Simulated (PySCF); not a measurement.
Compound: C2H7NOSi.
SMILES with atom numbers: `[CH3:1][C:2](=[O:3])[NH:4][SiH3:5]` (hydrogens: H6, H7, H8 on C1; H9 on N4; H10, H11, H12 on Si5)

Torsions of this conformer, `[CH3:1][C:2](=[O:3])[NH:4][SiH3:5]`: C1–C2–N4–Si5 -179°.

The closed-shell ground state was solved at several levels (PySCF, density fitting, gas phase, non-relativistic). Isolated species at its PBE0-D3(BJ)/def2-SVP geometry (one conformer only).

```tsv
level	basis functions	HOMO (eV)	LUMO (eV)	gap (eV)	dipole (D)
BP86/pcSseg-2	285	-6.21	-1.01	5.20	3.45
HF/def2-SVPD	163	-11.30	2.23	13.53	3.90
PBE0/pcSseg-0	63	-7.60	0.40	8.00	3.65
OPBE/pcSseg-2	285	-6.03	-0.81	5.22	3.39
PBE0/6-31G*	88	-7.37	0.59	7.96	3.50
BHandHLYP/def2-SVPD	163	-9.27	0.71	9.98	3.69
PBE0/def2-TZVPD	257	-7.71	-0.12	7.59	3.51
HF/pcSseg-2	285	-11.26	2.23	13.49	3.90
PBE0/def2-TZVP	203	-7.67	0.23	7.90	3.55
PBE0/def2-SVPD	163	-7.75	0.11	7.86	3.56
B3LYP/def2-SVPD	163	-7.49	-0.16	7.33	3.55
PBE0/6-31+G*	108	-7.69	-0.18	7.51	3.62
```

**Question.** Estimate the row for PBE0/6-31G, a basis of 63 functions; the other rows only guide the guess.

**Answer.** HOMO -7.39 eV, LUMO 0.55 eV, gap 7.94 eV, dipole 3.66 D.

**Question.** Over all these levels, which gives the widest orbital gap and which the narrowest?

**Answer.** HF/def2-SVPD (Hartree–Fock, all exact exchange) has the widest, 13.53 eV, and BP86/pcSseg-2 (GGA) the narrowest, 5.20 eV. Functional and basis both differ between the two, so the spread mixes both effects.

**Question.** How much does the basis alone move the frontier levels among the 7 PBE0 rows (the withheld one included)?

**Answer.** The HOMO by 0.38 eV and the LUMO by 0.77 eV. By rising basis size (HOMO, LUMO in eV): pcSseg-0 -7.60, 0.40; 6-31G -7.39, 0.55; 6-31G* -7.37, 0.59; 6-31+G* -7.69, -0.18; def2-SVPD -7.75, 0.11; def2-TZVP -7.67, 0.23; def2-TZVPD -7.71, -0.12.

**Question.** In the def2-SVPD basis, how does the gap go with the fixed share of exact exchange?

**Answer.** B3LYP (20 %) 7.33 eV; PBE0 (25 %) 7.86 eV; BHandHLYP (50 %) 9.98 eV; HF (100 %) 13.53 eV. Each rise in the share widens the gap here.

**Question.** How far do the dipole and the HOMO energy spread over the levels?

**Answer.** The dipole runs from 3.39 to 3.90 D (mean 3.61 D) and the HOMO from -11.30 to -6.03 eV.
